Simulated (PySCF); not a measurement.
Gas-phase XPS of `[SiH3][GeH2][CH]1CCCC1`, computed

Compound: C₅H₁₄GeSi.
Atom-mapped SMILES: `[SiH3:1][GeH2:2][CH:3]1[CH2:4][CH2:5][CH2:6][CH2:7]1`

Method: delta-SCF UKS SCAN, pcX-2 on the ionised atom, pcseg-1 elsewhere, spin-free X2C (PySCF 2.14.0). These are vertical core ionisation energies against the vacuum level, from separate self-consistent calculations with and without the core hole.

Question: What binding energy does each computed site have?

Answer: 
```csv
atom(s),environment,level,binding energy (eV),2p1/2 (eV),above the level's lowest (eV),count
Si1,SiH3 silicon,Si 1s,1846.03,–,0.00,1
C4/C7,ring CH2 carbon,C 1s,290.29,–,+0.36,2
C5/C6,ring CH2 carbon,C 1s,290.28,–,+0.35,2
C3,sp3 carbon bound to germanium,C 1s,289.93,–,0.00,1
Si1,SiH3 silicon,Si 2p3/2,106.33,106.95,0.00,1
```

Lowest listed C 1s: C3, bonded to 2 C, H and Ge. Highest, 0.36 eV above it: C4/C7, bonded to 2 C and 2 H. Summing the Pauling electronegativity differences to the bonded atoms, each weighted by its formal bond order, gives -0.89 for the lowest site and -0.70 for the highest; no listed site has a larger sum than the highest. The values 290.28 and 290.29 eV lie too close for their order to be trusted.

Question: Give the binding energy of Si 1s of Si1 in hartree and in kJ/mol.

Answer: 1846.03 eV = 67.8404 Eh = 178115 kJ/mol.

Topologically equivalent atoms share the value of their first member; where this conformer doesn't relate them by symmetry, their own values could differ. 2p3/2 and 2p1/2 are the ΔSCF energy of one spin-free 2p hole plus the eigenvalues of a spin–orbit and ligand-field matrix of the shell. 2p1/2 minus 2p3/2 (ligand field included): Si 0.62 eV. No level of germanium is listed. The structure is a single PBE0-D3(BJ)/def2-SVP conformer in the gas phase; no vibrational or solvent corrections.
